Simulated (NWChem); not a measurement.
SiCl cation, singlet

Program: NWChem. Pople sets run with spherical d functions. Low-valent species are run as closed-shell singlets; no triplet was tried in these runs. The geometry was optimised at PBE0/def2-SVP. Core excitations by TDA in a window of 1s orbitals, non-relativistic and unshifted: absolute energies depend strongly on the exact-exchange share.

For level Si K edge, PBE/6-311G**:

```yaml
first 1s excitation (eV): 1779.2
dipole_oscillator_strength_of_the_first: 0.0068
first state with f > 0.002 (eV): 1779.2
dipole_oscillator_strength_of_that_state: 0.0068
```

### Question
What are these values for level Cl K edge, B3LYP/6-311G**?

### Answer
- first 1s excitation (eV): 2759.5
- dipole oscillator strength of the first: 0.0019
- first state with f > 0.002 (eV): 2763.1
- dipole oscillator strength of that state: 0.0026
